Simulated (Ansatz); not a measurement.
Cost and result for the atomization energy of C$_{2}$H$_{6}$OSn (`C=C[O][SnH3]`) (10 atoms, 9 bonds).

Z-matrix (Å, degrees):
```
Sn
O 1 1.991
H 1 1.702 2 107.7
H 1 1.702 2 107.6 3 121.5
H 1 1.697 2 100.8 3 -119.2
C 2 1.336 1 122.2 3 -60.8
C 6 1.332 2 128.3 1 0.1
H 6 1.090 2 111.6 1 -179.9
H 7 1.081 6 119.8 2 180.0
H 7 1.086 6 123.0 2 -0.0
```

Charge 0, multiplicity 1. Correlated methods include outer-core shells of Sn, which these sets cover unevenly. Sn takes the def2 core potential. The geometry is a stationary point of PBE0-D4/def2-TZVP. It is one conformer, not always the lowest. Program: Ansatz. All runs use 4 threads of an AMD EPYC 9R45 on a shared host. Times are those of one run each, without the atoms' runs, and a repeat can differ threefold. Electronic energies, without spin–orbit coupling; frozen cores. CCSD(T)/CBS adds CCSD(T) − MP2 in def2-TZVPP to the MP2 limit, and its time is that of the two runs behind it. T1 = 0.015. With those shells the extrapolation isn't a true limit. B3LYP takes the VWN-RPA correlation (the form of Gaussian; ORCA's B3LYP/G).

CCSD(T)/CBS is a level of theory with its own doubt, some kJ/mol a heavy atom from the limit and from the frozen cores, so smaller differences don't rank the functionals.

```csv
level,functions,wall time
PBE-D4/def2-TZVPP (with forces),227,0.8 s
PBE0-D4/def2-TZVPP,227,0.8 s
r2SCAN-D4/def2-TZVPP (with forces),227,1.3 s
B3LYP-D4/def2-TZVPP (with forces),227,1.3 s
B2PLYP/def2-TZVPP,227,1.8 s
ωB97X-V/def2-TZVPP,227,2.4 s
ωB97M-V/def2-TZVPP (with forces),227,3.3 s
MP2/def2-QZVPP,433,6 s
CCSD(T)/def2-TZVPP,227,38 s
CCSD(T)/CBS(def2),–,44 s
```

Q: What atomization energy does each give, and how far from CCSD(T)/CBS? (Best estimate.)

A: Computed: 
| level | atomization (kJ/mol) | difference from CCSD(T)/CBS | per bond |
| --- | --- | --- | --- |
| PBE-D4/def2-TZVPP (with forces) | 3493.1 | 46.5 | 5.2 |
| PBE0-D4/def2-TZVPP | 3421.9 | -24.7 | -2.7 |
| r2SCAN-D4/def2-TZVPP (with forces) | 3437.6 | -9.0 | -1.0 |
| B3LYP-D4/def2-TZVPP (with forces) | 3428.4 | -18.2 | -2.0 |
| B2PLYP/def2-TZVPP | 3389.2 | -57.4 | -6.4 |
| ωB97X-V/def2-TZVPP | 3446.2 | -0.4 | 0.0 |
| ωB97M-V/def2-TZVPP (with forces) | 3435.5 | -11.1 | -1.2 |
| MP2/def2-QZVPP | 3430.3 | -16.3 | -1.8 |
| CCSD(T)/def2-TZVPP | 3356.8 | -89.8 | -10.0 |
| CCSD(T)/CBS(def2) | 3446.6 | 0.0 | 0.0 |

In def2-TZVPP, CCSD(T) changes the Hartree–Fock value by +921.2 kJ/mol (the triples alone add +57.3 kJ/mol) and MP2 by +941.0 kJ/mol; breaking electron pairs costs correlation energy, which Hartree–Fock lacks. From PBE to PBE0 (25 % exact exchange), in def2-TZVPP and without D4, the atomization energy moves by −68.2 kJ/mol: exact exchange takes away binding that semilocal exchange gives to molecules. The D4 term adds +31.4 kJ/mol with B3LYP and +16.4 kJ/mol with PBE0; it sums over pairs of atoms, weighted by their polarisabilities, and B3LYP, whose exchange is more repulsive, gets the larger term.

Spin–orbit coupling would lower the free Sn atoms strongly, and the atomization energy with them, by more than many differences here. For some Ge, Se and Sn compounds the MP2-based and the directly extrapolated limit differ by 10 to 25 kJ/mol.
